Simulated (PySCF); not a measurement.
# Exercise with solution: entropy of an ideal gas

GeF2ClBr, SMILES [F][Ge]([F])([Cl])[Br].

The structure is a stationary point at PBE-D3(BJ)/def2-SVP. This is a generated structure with no PubChem entry under its InChIKey; it may be hypothetical.

PySCF 2.14.0 with PBE-D3(BJ)/def2-SVP gives the harmonic wavenumbers 110, 145, 176, 208, 225, 321, 444, 706, 733 cm⁻¹ and the rotational temperatures 0.1122, 0.0521, 0.0452 K. The molar mass is 225.98 g/mol, the symmetry number 1, the spin multiplicity 1.

Q: Work out the entropy at 298.15 K and 1 atm in the rigid-rotor, harmonic-oscillator model.

A: 
Translation (Sackur–Tetrode at 1 atm): S = R[1.5 ln M + 2.5 ln T − 1.16487] = 176.3 J/(mol K).
Rotation: q = (√π/σ) T^1.5/√(θA θB θC) = 561000, S = R[ln q + 3/2] = 122.5 J/(mol K).
Vibration: with u = 1.4388 ν/T, each mode gives R[u/(e^u − 1) − ln(1 − e^−u)]:
```tsv
ν (cm⁻¹)	modes	u	S (J/(mol K))
110	1	0.53	13.68
145	1	0.70	11.45
176	1	0.85	9.92
208	1	1.00	8.62
225	1	1.09	8.03
321	1	1.55	5.46
444	1	2.14	3.41
706	1	3.41	1.25
733	1	3.54	1.13
```
These are all the modes. Sum 62.9 J/(mol K).
Spin: R ln 1 = 0.0 J/(mol K).
Total 361.8 J/(mol K); the program's own thermochemistry gives 361.9. Translation makes up 49 % and vibration 17 %. Anharmonicity, hindered rotation and orbital degeneracy are left out.
